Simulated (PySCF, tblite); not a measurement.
Isomers of C4H11FO2Si2. All values are computed: GFN2-xTB (tblite) harmonic vibrations without scaling, gas phase. Against measured fundamentals such values can be off by several per cent, at times by over 20. Modes of hydrogen on silicon can be 10 to 20 % off. One conformer each.

Electronic energies: PBE0/pcSseg-1 single points on the GFN2-xTB geometries (PySCF, gas phase).

```tsv
SMILES	electronic energy, lowest = 0 (kcal/mol)
CC(C)[C@@H]1O[Si@@H](F)O[SiH2]1	0.0
CO[Si@@H](C)[SiH2][C@@H](F)C=O	109.8
O[SiH2]/C(=C\O[SiH3])CCF	93.8
O=COC([SiH3])([SiH3])CCF	130.1
```

Problem. How do GFN2-xTB zero-point energies change the relative energies?

Solution. 
| SMILES | ZPE (kcal/mol) | of it from modes above 1550 cm⁻¹ | electronic (kcal/mol) | with ZPE, lowest = 0 (kcal/mol) | lowest mode (cm⁻¹) | rings |
| --- | --- | --- | --- | --- | --- | --- |
| CC(C)[C@@H]1O[Si@@H](F)O[SiH2]1 | 93.0 | 44.6 | 0.0 | 0.0 | 50 | 1 |
| O[SiH2]/C(=C\O[SiH3])CCF | 86.7 | 45.1 | 93.8 | 87.5 | 21 | 0 |
| CO[Si@@H](C)[SiH2][C@@H](F)C=O | 87.8 | 45.8 | 109.8 | 104.6 | 27 | 0 |
| O=COC([SiH3])([SiH3])CCF | 86.1 | 43.0 | 130.1 | 123.2 | 22 | 0 |

The zero-point energies span 6.9 kcal/mol, from `O=COC([SiH3])([SiH3])CCF` to `CC(C)[C@@H]1O[Si@@H](F)O[SiH2]1`. The order is unchanged.

Problem. And how do the electronic energies of GFN2-xTB itself compare?

Solution. `CC(C)[C@@H]1O[Si@@H](F)O[SiH2]1` 0.0; `O[SiH2]/C(=C\O[SiH3])CCF` 84.9; `CO[Si@@H](C)[SiH2][C@@H](F)C=O` 138.7; `O=COC([SiH3])([SiH3])CCF` 138.4 kcal/mol, lowest = 0. Against the energies above, taken from the same isomer `CC(C)[C@@H]1O[Si@@H](F)O[SiH2]1`, the largest difference is 28.9 kcal/mol.
